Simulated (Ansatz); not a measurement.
F₃Y, charge -1, doublet, at a GFN2-xTB geometry (such geometries of metal compounds can be far from the true shape) (the multiplicity is a formal guess) (all electrons, no relativity) (a gas-phase anion, which may not be bound at this level); Ansatz (a first-principles code) with B3LYP/3-21G.

The Ansatz input:
Ansatz 0.2 input:
```yaml
crystal:
  periodic: [false, false, false]
  atoms:
    - {symbol: Y, position_ang: [-0.00000000, 0.00000000, 0.00000000]}
    - {symbol: F, position_ang: [-1.62428947, -0.99994694, 0.07133279]}
    - {symbol: F, position_ang: [0.01095985, 1.74950132, -0.76316679]}
    - {symbol: F, position_ang: [1.61332963, -0.74955438, 0.69183400]}
basis:
  gaussian:
    orbitals: 3-21G.json
hamiltonian:
  xc: b3lyp
total_charge: -1
magnetization: {spin_polarized: true, initial_magnetization: 1}
```
The basis file holds 3-21G in the JSON format of the Basis Set Exchange.

What the program printed (banner, timings and long lists left out):

```
Functional definition: B3LYP
689 factors; integrals over basis functions are off by at most 2.9e-4 eV
mean field evaluation 1: about -98398.3952 eV, gradient 8.1e0 eV
mean field evaluation 2: about -98397.7826 eV, gradient 1.7e1 eV
mean field evaluation 4: about -98398.7378 eV, gradient 1.6e-1 eV
mean field evaluation 8: about -98398.7541 eV, gradient 9.4e-3 eV
mean field evaluation 16: about -98398.7541 eV, gradient 3.9e-5 eV
mean field evaluation 32: about -98398.7454 eV, gradient 3.4e0 eV
mean field -98398.75406720 eV, -3616.0875148986 hartree, gradient 3.7e-5 eV, S^2 0.750277; 7 other end points of the search recorded, 0 dependent functions left out
reference -98398.75426284 eV, -3616.0875220881 hartree; 34, 33 occupied and 32, 33 virtual orbitals, 689 factors
Total energy: -98398.75426284 eV, -3616.0875220881 hartree
```
